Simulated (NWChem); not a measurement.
Ionisation of F6W

```xyz
7

W      0.0000     0.0000     0.0000
F      1.8615     0.0000     0.0000
F     -1.8615     0.0000     0.0000
F      0.0000     0.0000     1.8615
F      0.0000     1.8615     0.0000
F      0.0000    -1.8615     0.0000
F      0.0000     0.0000    -1.8615
```
Charge 0, spin multiplicity 1.

Everything below was run with NWChem. All single points use one geometry, from PBE/def2-SVP with def2 effective core potentials on W, held to D2h symmetry and with no frequency check, so it may be a saddle point.

Basis set: def2-SVP. −ε marks an orbital energy of the parent.

```tsv
method	first vertical ionisation energy (eV)	relative cost
−ε(HOMO) of HF	18.63	1
−ε(HOMO) of B3LYP	12.38	under 3
−ε(HOMO) of M06-2X	14.88	under 3
−ε(HOMO) of BLYP	10.40	under 3
−ε(HOMO) of PBE	10.53	under 3
G0W0@PBE0	14.26	6
G0W0@PBE	13.15	10
G0W0@CAM-B3LYP	14.75	20
evGW@PBE0	15.05	20
```

The values span 8.23 eV, from −ε(HOMO) of BLYP (lowest) to −ε(HOMO) of HF (highest). The cost column gives rough processor time relative to −ε(HOMO) of HF; each entry includes its own SCF.

Effective core potentials replace the inner electrons of W; spin-orbit coupling is left out. B3LYP has NWChem's definition, with VWN1-RPA local correlation. GW and range-separated runs recompute their integrals, the others keep them in memory, which bears on the times. The structure started from a generated list of species.
